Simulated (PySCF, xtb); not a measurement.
3,3-difluoropent-1-en-4-yne (C5H4F2), SMILES C#CC(F)(F)C=C. One conformer was computed; it need not be the lowest.

Harmonic wavenumbers (cm⁻¹) from GFN2-xTB (xtb) at its own minimum, in rising order: 33, 133, 158, 288, 291, 396, 475, 491, 549, 669, 683, 689, 718, 912, 960, 982, 1016, 1061, 1187, 1266, 1394, 1712, 2279, 3087, 3107, 3139, 3388.

### Question
What does PySCF 2.14.0 with PBE0-D3(BJ)/def2-SVP give at its own minimum? (The exact figures need the calculation; the answer reports its results.)

### Answer
91, 154, 192, 325, 326, 439, 511, 557, 627, 726, 734, 740, 747, 986, 995, 1018, 1140, 1181, 1286, 1308, 1425, 1755, 2263, 3173, 3204, 3279, 3486. Paired by order, the mean absolute difference is 61 cm⁻¹ and the zero-point energies are 44.4 and 46.7 kcal/mol.
